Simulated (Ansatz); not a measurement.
Pulling on the O2–H3 bond in HKO (SMILES [OH][K]) (multiplicity 1 held, fragments rigid). Energies count from the point at 0.957 Å.
Geometry at that point (charge 0, multiplicity 1):
```xyz
3

K      0.00000     0.00000    -0.74843
O      0.00000     0.00000     1.47363
H      0.00000     0.00000     2.43102
```

Restricted levels (R-, RO-) in cc, def2 and unpolarised 6-31G sets keep to the state of the molecule at rest. U- levels take the lowest unrestricted solution at each point, which mixes spins at long bonds. Curves can end on different states.

Correlated levels freeze the cores.

Codes used: Ansatz (an electronic-structure program) with Gaussian orbitals. Each number belongs to the level named beside it.

Energies in kcal/mol.

| R (Å) | U-HF/def2-TZVPPD | R-MP2/def2-TZVPPD | U-CCSD/def2-TZVPPD | R-CCSD(T)/def2-TZVPPD | U-CCSD(T)/def2-TZVPPD |
|---|---|---|---|---|---|
| 0.766 | 31.0 | 36.5 | 35.4 | 36.1 | 36.1 |
| 0.862 | 4.3 | 7.1 | 6.5 | 6.9 | 6.9 |
| 0.957 | 0.0 | 0.0 | 0.0 | 0.0 | 0.0 |
| 1.053 | 7.4 | 4.6 | 5.0 | 4.6 | 4.6 |
| 1.149 | 20.6 | 15.2 | 15.7 | 14.9 | 14.9 |
| 1.292 | 44.3 | 35.6 | 35.7 | 34.3 | 34.3 |
| 1.436 | 63.3 | 57.0 | 56.2 | 53.7 | 54.4 |
| 1.675 | 77.1 | 90.0 | 85.7 | 80.6 | 82.6 |
| 1.915 | 82.3 | 117.4 | 105.2 | 98.4 | 103.2 |
| 2.202 | 84.7 | 142.7 | 115.6 | 108.5 | 116.2 |
| 2.585 | 85.9 | 165.5 | 119.5 | 106.3 | 121.2 |
| 3.064 | 86.3 | 180.9 | 120.8 | 87.8 | 122.6 |

Doubts at one or more of the structures used: a spin-contaminated determinant (U-HF/def2-TZVPPD, U-CCSD/def2-TZVPPD, U-CCSD(T)/def2-TZVPPD); a restricted determinant that unrestricted orbitals would lower (R-MP2/def2-TZVPPD, R-CCSD(T)/def2-TZVPPD); T1 above 0.05 (U-CCSD/def2-TZVPPD, R-CCSD(T)/def2-TZVPPD, U-CCSD(T)/def2-TZVPPD); other coupled-cluster roots lie near (R-CCSD(T)/def2-TZVPPD).
